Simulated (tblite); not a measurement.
Record of a relaxation.

Compound: C₄H₁₃BP₂.
Numbering: `[BH3-:1][PH2+:2][CH2:3][PH:4][CH:5]1[CH2:6][CH2:7]1` (hydrogens: H8, H9, H10 on B1; H11, H12 on P2; H13, H14 on C3; H15 on P4; H16 on C5; H17, H18 on C6; H19, H20 on C7)

Computed with GFN2-xTB (tblite), gas phase: L-BFGS steps from a force-field or distance-geometry start until the largest atomic force falls under 0.01 eV/Å. 7 of its 50 geometries are shown.

Step 0: E = -582.2966 eV, largest atomic force 2.562 eV/Å
```
atom  x, y, z in Å  |  force x, y, z in eV/Å
B1      3.232   -0.770    0.639    0.377   0.086   0.273
P2      1.464   -0.906   -0.066    2.090  -0.604   1.353
C3      1.042    0.622   -0.915   -0.843   0.519  -0.460
P4     -0.657    0.472   -1.701   -0.401   1.332   0.822
C5     -1.621    0.760   -0.111   -0.285  -0.042  -0.433
C6     -3.117    0.522   -0.271    0.567  -0.323   0.669
C7     -2.249   -0.485    0.465   -0.346   0.474   0.284
H8      3.513   -1.768    1.216   -0.219  -0.281   0.016
H9      3.996   -0.591   -0.252   -0.098   0.048  -0.361
H10     3.271    0.149    1.402   -0.291   0.144  -0.028
H11     0.572   -1.140    1.004   -0.198  -0.005  -1.007
H12     1.410   -1.993   -0.957   -0.793   0.491   0.223
H13     1.772    0.813   -1.710    0.120  -0.146   0.154
H14     1.060    1.475   -0.208    0.102  -0.418  -0.176
H15    -0.715    1.864   -2.106    0.032  -0.693   0.090
H16    -1.340    1.562    0.612    0.053  -0.650  -0.819
H17    -3.454    0.180   -1.263   -0.133   0.617   0.791
H18    -3.749    1.136    0.400    0.142  -0.482  -1.041
H19    -2.072   -1.427   -0.087   -0.064   0.541   0.884
H20    -2.361   -0.464    1.579    0.188  -0.609  -1.232
```

Step 8: E = -582.9378 eV, largest atomic force 0.195 eV/Å
```
atom  x, y, z in Å  |  force x, y, z in eV/Å
B1      3.336   -0.765    0.687    0.068  -0.009   0.019
P2      1.590   -0.894   -0.013   -0.157   0.002  -0.098
C3      1.022    0.606   -0.910    0.105  -0.028   0.041
P4     -0.673    0.504   -1.681   -0.095  -0.047   0.164
C5     -1.643    0.756   -0.137   -0.062  -0.057  -0.036
C6     -3.123    0.512   -0.247    0.006  -0.040   0.010
C7     -2.262   -0.476    0.471   -0.012   0.054  -0.054
H8      3.525   -1.806    1.237    0.103   0.090   0.005
H9      4.011   -0.582   -0.285    0.036  -0.006   0.121
H10     3.265    0.180    1.419    0.100  -0.064  -0.017
H11     0.531   -1.141    0.847   -0.100   0.050   0.013
H12     1.276   -1.902   -0.914   -0.060   0.030  -0.088
H13     1.762    0.781   -1.698    0.023   0.016  -0.032
H14     1.080    1.442   -0.205    0.022   0.040  -0.003
H15    -0.701    1.849   -2.082    0.054   0.023   0.034
H16    -1.299    1.541    0.538   -0.042  -0.124  -0.145
H17    -3.507    0.235   -1.223    0.001   0.019   0.148
H18    -3.796    1.137    0.327    0.080  -0.073  -0.050
H19    -2.066   -1.428   -0.009   -0.071   0.101   0.044
H20    -2.332   -0.539    1.550    0.001   0.023  -0.075
```

Step 16: E = -582.9594 eV, largest atomic force 0.052 eV/Å
```
atom  x, y, z in Å  |  force x, y, z in eV/Å
B1      3.350   -0.772    0.695   -0.011  -0.016  -0.003
P2      1.581   -0.902   -0.015   -0.001   0.038  -0.021
C3      1.035    0.608   -0.905    0.037   0.021  -0.004
P4     -0.663    0.493   -1.677    0.001   0.005   0.029
C5     -1.652    0.743   -0.153   -0.008  -0.026   0.015
C6     -3.133    0.506   -0.245   -0.006   0.000  -0.006
C7     -2.271   -0.477    0.472   -0.050  -0.011  -0.008
H8      3.572   -1.797    1.253    0.009  -0.002   0.002
H9      4.035   -0.582   -0.264   -0.022  -0.013  -0.002
H10     3.295    0.172    1.425   -0.026  -0.015  -0.007
H11     0.491   -1.115    0.825    0.036   0.007  -0.012
H12     1.232   -1.875   -0.949    0.014   0.028   0.026
H13     1.764    0.784   -1.702    0.037  -0.018  -0.019
H14     1.099    1.452   -0.210   -0.005   0.008   0.021
H15    -0.682    1.843   -2.060    0.007   0.015  -0.022
H16    -1.304    1.529    0.512   -0.008  -0.008  -0.014
H17    -3.536    0.224   -1.207   -0.018  -0.016   0.018
H18    -3.791    1.138    0.333    0.022   0.008  -0.002
H19    -2.095   -1.431   -0.005   -0.017  -0.009   0.018
H20    -2.333   -0.531    1.549    0.011   0.004  -0.009
```

Step 24: E = -582.9619 eV, largest atomic force 0.038 eV/Å
```
atom  x, y, z in Å  |  force x, y, z in eV/Å
B1      3.350   -0.778    0.695   -0.007   0.002  -0.006
P2      1.586   -0.894   -0.017   -0.006  -0.004  -0.001
C3      1.046    0.618   -0.905    0.000  -0.007   0.006
P4     -0.654    0.493   -1.676    0.005   0.000  -0.001
C5     -1.654    0.733   -0.157    0.009  -0.014   0.010
C6     -3.138    0.503   -0.245    0.004   0.009  -0.006
C7     -2.279   -0.481    0.474   -0.037  -0.005  -0.005
H8      3.579   -1.800    1.255   -0.016  -0.011  -0.004
H9      4.032   -0.587   -0.265    0.014   0.004  -0.005
H10     3.287    0.166    1.425    0.010   0.009   0.009
H11     0.497   -1.104    0.823    0.003   0.004   0.001
H12     1.232   -1.863   -0.952    0.000   0.005   0.003
H13     1.778    0.786   -1.705   -0.006   0.014   0.010
H14     1.109    1.462   -0.209    0.008   0.004  -0.011
H15    -0.678    1.844   -2.063   -0.008  -0.006   0.001
H16    -1.312    1.520    0.508    0.011   0.002  -0.002
H17    -3.552    0.215   -1.200    0.003  -0.003   0.010
H18    -3.784    1.147    0.333    0.005  -0.005  -0.007
H19    -2.115   -1.440    0.002   -0.001  -0.001   0.007
H20    -2.335   -0.529    1.552    0.008   0.003  -0.007
```

Step 33: E = -582.9626 eV, largest atomic force 0.020 eV/Å
```
atom  x, y, z in Å  |  force x, y, z in eV/Å
B1      3.351   -0.778    0.694   -0.006  -0.007   0.000
P2      1.588   -0.888   -0.018   -0.006   0.005  -0.005
C3      1.049    0.625   -0.905    0.001  -0.002   0.000
P4     -0.651    0.488   -1.676    0.003  -0.005  -0.012
C5     -1.652    0.724   -0.158    0.004  -0.004  -0.002
C6     -3.137    0.504   -0.246    0.008   0.001   0.003
C7     -2.285   -0.485    0.475   -0.014   0.001   0.002
H8      3.565   -1.806    1.248    0.014  -0.009   0.009
H9      4.038   -0.587   -0.263    0.006  -0.004  -0.006
H10     3.294    0.163    1.427    0.004   0.002   0.011
H11     0.501   -1.097    0.824    0.004   0.008   0.000
H12     1.231   -1.856   -0.951    0.003   0.006   0.001
H13     1.780    0.794   -1.703   -0.006   0.002  -0.003
H14     1.113    1.470   -0.211   -0.013   0.002  -0.003
H15    -0.686    1.838   -2.062   -0.006   0.002  -0.007
H16    -1.304    1.510    0.507   -0.006  -0.005   0.006
H17    -3.553    0.212   -1.200    0.010   0.013   0.011
H18    -3.780    1.154    0.329    0.001  -0.007  -0.010
H19    -2.129   -1.447    0.007    0.003   0.008   0.007
H20    -2.338   -0.527    1.553   -0.005  -0.007  -0.001
```

Step 41: E = -582.9632 eV, largest atomic force 0.021 eV/Å
```
atom  x, y, z in Å  |  force x, y, z in eV/Å
B1      3.356   -0.782    0.696   -0.006  -0.004  -0.003
P2      1.592   -0.877   -0.018   -0.004   0.002  -0.003
C3      1.048    0.633   -0.909    0.005  -0.002   0.003
P4     -0.651    0.480   -1.678   -0.002  -0.007   0.005
C5     -1.647    0.713   -0.155   -0.014   0.015   0.000
C6     -3.133    0.507   -0.248   -0.009  -0.013   0.006
C7     -2.293   -0.489    0.478   -0.010  -0.001  -0.006
H8      3.561   -1.815    1.245    0.005  -0.009   0.005
H9      4.046   -0.593   -0.259    0.006   0.000  -0.007
H10     3.307    0.155    1.435    0.001   0.006   0.005
H11     0.506   -1.082    0.826    0.003   0.003  -0.003
H12     1.231   -1.845   -0.950    0.005   0.001   0.006
H13     1.779    0.807   -1.707    0.000   0.005   0.000
H14     1.101    1.479   -0.215    0.003   0.005  -0.005
H15    -0.702    1.829   -2.068    0.001  -0.010   0.001
H16    -1.296    1.496    0.511    0.008   0.008   0.008
H17    -3.546    0.217   -1.204    0.000   0.006   0.005
H18    -3.774    1.161    0.323    0.008  -0.004  -0.004
H19    -2.143   -1.454    0.014    0.001   0.002  -0.002
H20    -2.349   -0.528    1.556   -0.001  -0.001  -0.009
```

Step 49: E = -582.9634 eV, largest atomic force 0.009 eV/Å
```
atom  x, y, z in Å  |  force x, y, z in eV/Å
B1      3.359   -0.785    0.696    0.003   0.003   0.001
P2      1.595   -0.871   -0.018    0.003  -0.006   0.005
C3      1.048    0.637   -0.910    0.004  -0.004   0.002
P4     -0.651    0.472   -1.674    0.003   0.007  -0.003
C5     -1.647    0.712   -0.152   -0.003   0.000   0.001
C6     -3.134    0.509   -0.249   -0.004  -0.006   0.004
C7     -2.297   -0.490    0.477   -0.006  -0.003   0.002
H8      3.561   -1.820    1.244   -0.004   0.004  -0.004
H9      4.051   -0.597   -0.258    0.000  -0.001   0.002
H10     3.314    0.150    1.438    0.007  -0.001   0.001
H11     0.509   -1.074    0.826    0.001   0.001   0.003
H12     1.235   -1.842   -0.947    0.001   0.005  -0.002
H13     1.777    0.814   -1.709   -0.001  -0.004  -0.003
H14     1.099    1.486   -0.219    0.001  -0.003   0.002
H15    -0.707    1.818   -2.072   -0.002   0.001  -0.009
H16    -1.293    1.492    0.515   -0.002   0.005   0.000
H17    -3.546    0.223   -1.206    0.000   0.004   0.001
H18    -3.775    1.163    0.323    0.003   0.000   0.000
H19    -2.147   -1.454    0.011   -0.002   0.001  -0.005
H20    -2.356   -0.531    1.554   -0.003  -0.003   0.003
```

Problem. Summarise the path.

Solution. The energy falls by 64.33 kJ/mol from step 0 to step 49; nine tenths of that is first reached at step 5. It falls at every step. The largest force goes from 2.562 to 0.009 eV/Å. Among the bonds P4–C5 changes most, from 1.882 to 1.834 Å; the atoms move by 0.105 Å rms after alignment.

Problem. Follow the three bonds and two angles with the largest change from start to end.

Solution. 
```tsv
step	E above end (kJ/mol)	largest force (eV/Å)	P4–C5 (Å)	P4–H15 (Å)	C7–H20 (Å)	H11–P2–H12 (°)	B1–P2–H12 (°)
0	64.33	2.562	1.882	1.451	1.120	109.1	109.0
2	19.77	0.889	1.827	1.387	1.069	104.2	114.8
4	6.62	0.420	1.817	1.409	1.074	98.8	117.8
6	3.76	0.186	1.833	1.414	1.080	96.4	119.2
9	1.75	0.206	1.840	1.401	1.082	95.5	120.5
11	0.97	0.089	1.833	1.404	1.080	95.4	121.1
13	0.67	0.119	1.831	1.408	1.080	95.5	121.3
15	0.44	0.077	1.833	1.406	1.080	95.8	121.8
17	0.34	0.064	1.834	1.402	1.080	95.8	122.0
19	0.23	0.047	1.834	1.403	1.080	95.7	122.0
21	0.19	0.029	1.833	1.406	1.080	95.7	122.0
23	0.15	0.037	1.834	1.406	1.080	95.8	121.9
26	0.12	0.028	1.836	1.404	1.080	95.9	121.9
28	0.11	0.017	1.835	1.405	1.080	95.9	121.9
30	0.10	0.020	1.834	1.406	1.080	95.9	121.9
32	0.09	0.022	1.834	1.405	1.080	95.8	121.9
34	0.07	0.016	1.834	1.404	1.080	95.8	121.9
36	0.06	0.016	1.835	1.404	1.080	95.8	121.8
38	0.04	0.021	1.834	1.405	1.080	95.8	121.8
40	0.03	0.024	1.834	1.406	1.080	95.8	121.7
43	0.02	0.015	1.835	1.405	1.080	95.9	121.7
45	0.01	0.011	1.835	1.405	1.080	95.9	121.6
47	0.01	0.016	1.834	1.405	1.080	95.8	121.5
49	0.00	0.009	1.834	1.405	1.080	95.8	121.4
```
